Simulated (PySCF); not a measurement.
Species: C₅H₁₂N₂Si.
Numbering: `[CH2:1]=[N:2][C@@H:3]1[CH2:4][CH2:5][N:6]([SiH3:7])[CH2:8]1` (hydrogens: H9, H10 on C1; H11 on C3; H12, H13 on C4; H14, H15 on C5; H16, H17, H18 on Si7; H19, H20 on C8)

Cartesian coordinates in Å at the PBE0-D3(BJ)/def2-SVP level; atoms count from 1:
```
atom  x, y, z in Å
C1     3.107   -0.128   -1.287
N2     1.919   -0.528   -1.140
C3     1.138    0.014   -0.056
C4     0.563   -1.110    0.834
C5    -0.941   -1.100    0.554
N6    -1.203    0.286    0.228
Si7   -2.750    1.059    0.331
C8    -0.116    0.727   -0.616
H9     3.583    0.623   -0.622
H10    3.719   -0.527   -2.108
H11    1.734    0.719    0.557
H12    1.036   -2.074    0.601
H13    0.754   -0.878    1.891
H14   -1.173   -1.779   -0.292
H15   -1.543   -1.428    1.416
H16   -2.521    2.535    0.368
H17   -3.692    0.779   -0.807
H18   -3.411    0.588    1.586
H19   -0.017    1.824   -0.605
H20   -0.234    0.407   -1.671
```

Theory: TDDFT wB97X-D/def2-SVPD, vertical, gas phase, core orbitals frozen in the response in PySCF 2.14.0, density-fitted response routines.

Ground-to-excited transition dipoles (e·a0, same axes as the geometry; the sign carries no meaning), for the states with f of 0.002 or more among the lowest 9:

| state | E (hartree) | μx | μy | μz |
| --- | --- | --- | --- | --- |
| S2 | 0.2181 | 0.169 | -0.159 | -0.109 |
| S4 | 0.2496 | 0.099 | 0.141 | -0.027 |
| S5 | 0.2542 | 0.395 | -0.020 | 0.184 |
| S6 | 0.2619 | 0.245 | -0.280 | -0.389 |
| S7 | 0.2766 | 0.616 | -0.185 | -0.107 |
| S8 | 0.2784 | 0.071 | -0.099 | 0.081 |
| S9 | 0.2809 | -0.552 | 0.105 | 0.536 |

(1) What oscillator strength does each state have?

(2) Which bond between heavy atoms lies closest to the direction of the S9 transition dipole?

(3) What angle do the transition dipoles of S7 and S9 make?

(4) What peak molar absorption coefficient would the strongest computed level give as a lone Gaussian band 0.4 eV wide at half height?

## Answers

(1) f = (2/3) ΔE |μ|² with ΔE in hartree (27.2114 eV).

```tsv
state	|μ|² (au)	|μ| (D)	f
S2	0.066	0.65	0.010
S4	0.030	0.44	0.005
S5	0.190	1.11	0.032
S6	0.290	1.37	0.051
S7	0.425	1.66	0.078
S8	0.021	0.37	0.004
S9	0.603	1.97	0.113
```

(2) N2–C3, at 17° from it; next N6–C8 at 26°.

(3) |cos θ| = |μa·μb| / (|μa| |μb|) = 0.82, so θ ≈ 35° (taken between 0 and 90°, since the signs are arbitrary).

(4) ε(max) = 2.175×10⁸ f / FWHM, with the width in cm⁻¹. S9: 2.175×10⁸ × 0.1130 / 3226 ≈ 7600 L mol⁻¹ cm⁻¹.

All these states lie below the vertical ionisation energy of 8.23 eV (ΔSCF).

Hardware: one thread, Arm Neoverse V2 (aarch64), shared host with 32 logical CPUs at a one-minute load of 26. Cost: 4.2 min, 1.2 GiB resident at most.

One conformer stands for the species.
